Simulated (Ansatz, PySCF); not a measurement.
Gas-phase reaction R1 → 0.5 P1 + 1.5 P2, each structure at its B3LYP-D3(BJ)/def2-TZVP stationary point, reached from a drawn start (curvature not checked).
R1, C2H6 (SMILES CC) (charge 0, multiplicity 1):
```xyz
8

C     -0.756     0.105    -0.013
C      0.756    -0.105     0.013
H     -1.236    -0.556    -0.737
H     -1.009     1.132    -0.287
H     -1.202    -0.095     0.963
H      1.009    -1.132     0.287
H      1.236     0.556     0.737
H      1.202     0.095    -0.963
```
P1: C atom, charge 0, multiplicity 3.
P2: CH4 (SMILES C), charge 0, multiplicity 1.

```json
[
 {"level": "HF/cc-pVTZ", "reaction energy (eV)": "2.558", "minus CCSD(T)/CBS(cc-pVTZ, cc-pVQZ)": "-0.996"},
 {"level": "PBE/def2-TZVPP", "reaction energy (eV)": "3.764", "minus CCSD(T)/CBS(cc-pVTZ, cc-pVQZ)": "0.209"},
 {"level": "BLYP/def2-TZVPP", "reaction energy (eV)": "3.433", "minus CCSD(T)/CBS(cc-pVTZ, cc-pVQZ)": "-0.121"},
 {"level": "revPBE/def2-TZVPP", "reaction energy (eV)": "3.530", "minus CCSD(T)/CBS(cc-pVTZ, cc-pVQZ)": "-0.024"},
 {"level": "r2SCAN/def2-TZVPP", "reaction energy (eV)": "3.604", "minus CCSD(T)/CBS(cc-pVTZ, cc-pVQZ)": "0.049"},
 {"level": "B97M-V/def2-TZVPP", "reaction energy (eV)": "3.568", "minus CCSD(T)/CBS(cc-pVTZ, cc-pVQZ)": "0.014"},
 {"level": "PBE0/def2-TZVPP", "reaction energy (eV)": "3.707", "minus CCSD(T)/CBS(cc-pVTZ, cc-pVQZ)": "0.153"},
 {"level": "M06-2X/def2-TZVPP", "reaction energy (eV)": "3.611", "minus CCSD(T)/CBS(cc-pVTZ, cc-pVQZ)": "0.056"},
 {"level": "CAM-B3LYP/def2-TZVPP", "reaction energy (eV)": "3.557", "minus CCSD(T)/CBS(cc-pVTZ, cc-pVQZ)": "0.003"},
 {"level": "wB97X-V/def2-TZVPP", "reaction energy (eV)": "3.622", "minus CCSD(T)/CBS(cc-pVTZ, cc-pVQZ)": "0.068"},
 {"level": "MP2/cc-pVDZ", "reaction energy (eV)": "3.483", "minus CCSD(T)/CBS(cc-pVTZ, cc-pVQZ)": "-0.071"},
 {"level": "MP2/cc-pVQZ", "reaction energy (eV)": "3.682", "minus CCSD(T)/CBS(cc-pVTZ, cc-pVQZ)": "0.128"},
 {"level": "SCS-MP2/cc-pVDZ", "reaction energy (eV)": "3.374", "minus CCSD(T)/CBS(cc-pVTZ, cc-pVQZ)": "-0.180"},
 {"level": "SCS-MP2/cc-pVQZ", "reaction energy (eV)": "3.581", "minus CCSD(T)/CBS(cc-pVTZ, cc-pVQZ)": "0.027"},
 {"level": "CCSD/cc-pVDZ", "reaction energy (eV)": "3.244", "minus CCSD(T)/CBS(cc-pVTZ, cc-pVQZ)": "-0.310"},
 {"level": "CCSD/cc-pVTZ", "reaction energy (eV)": "3.371", "minus CCSD(T)/CBS(cc-pVTZ, cc-pVQZ)": "-0.183"},
 {"level": "CCSD(T)/cc-pVDZ", "reaction energy (eV)": "3.305", "minus CCSD(T)/CBS(cc-pVTZ, cc-pVQZ)": "-0.249"},
 {"level": "CCSD(T)/cc-pVTZ", "reaction energy (eV)": "3.453", "minus CCSD(T)/CBS(cc-pVTZ, cc-pVQZ)": "-0.101"},
 {"level": "CCSD(T)/cc-pVQZ", "reaction energy (eV)": "3.513", "minus CCSD(T)/CBS(cc-pVTZ, cc-pVQZ)": "-0.041"},
 {"level": "CCSD(T)/CBS(cc-pVTZ, cc-pVQZ)", "reaction energy (eV)": "3.554", "minus CCSD(T)/CBS(cc-pVTZ, cc-pVQZ)": "0.000"}
]
```

 The comparison column counts from a level with limits of its own.

P less R. No zero-point or thermal terms; singlets are restricted closed shells; open shells are unrestricted; no spin–orbit coupling.

Cores are frozen in the correlated methods. CBS(a, b) extrapolates the correlation energy as X⁻³ and adds the Hartree–Fock energy of set b.

Run with Ansatz (an electronic-structure program); PySCF for M06-2X. All values are computed, each at the level named.
